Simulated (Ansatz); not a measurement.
Species: ReO, charge 0, multiplicity 4. The spin state was set by rule; other spins were not relaxed. 
Structure (B3LYP-D3(BJ)/def2-TZVP (Ansatz, a quantum-chemistry and plane-wave program) minimum search):
```xyz
2

Re     0.0000     0.0000    -0.1628
O      0.0000     0.0000     1.5259
```
Charge 0, spin multiplicity 4.

Total electronic energies in hartree. Valence correlation only, unless marked. UHF or UKS for open shells. No spin-orbit coupling. The frozen core is the preceding noble-gas configuration, with the filled d and f shells of earlier blocks. Past Kr the def2 sets carry scalar-relativistic core potentials. Basis-set limits of correlation are two-point, X^-3; Hartree-Fock from the larger set.

The UHF reference is spin-contaminated (<S^2> 0.75 over the pure value in the largest basis). The T1 diagnostic of CCSD in the largest basis is 0.098, which is high, so the coupled-cluster rows are less sure than usual.

```tsv
level	program	energy (Eh)
HF/def2-TZVPP	Ansatz	-152.36919
RI-HF/def2-QZVPPD	Ansatz	-152.37397
PBE/def2-TZVPD	Ansatz	(withheld)
BLYP/def2-TZVPD	Ansatz	-153.45398
B97M-V/def2-TZVPD	Ansatz	(withheld)
PBE0/def2-QZVPP	Ansatz	-153.36957
r2SCANh/def2-TZVPD	Ansatz	-153.43026
LC-wPBE/def2-TZVPD	Ansatz	-153.40795
B2PLYP/def2-TZVPD	Ansatz	-153.20724
MP2/def2-QZVPPD	Ansatz	-152.78524
RI-MP2/def2-TZVPP	Ansatz	-152.75260
RI-MP2/def2-TZVPPD	Ansatz	-152.75570
SCS-MP2/def2-QZVPPD	Ansatz	-152.74534
CCSD(T)/def2-QZVPPD	Ansatz	-152.84614
CCSD(T)/CBS(def2-TZVPPD,def2-QZVPPD)	Ansatz	-152.8640
```

**Question.** Some entries are withheld; supply them.

**Answer.** 
- PBE/def2-TZVPD, energy (Eh): -153.43144
- B97M-V/def2-TZVPD, energy (Eh): -153.41997
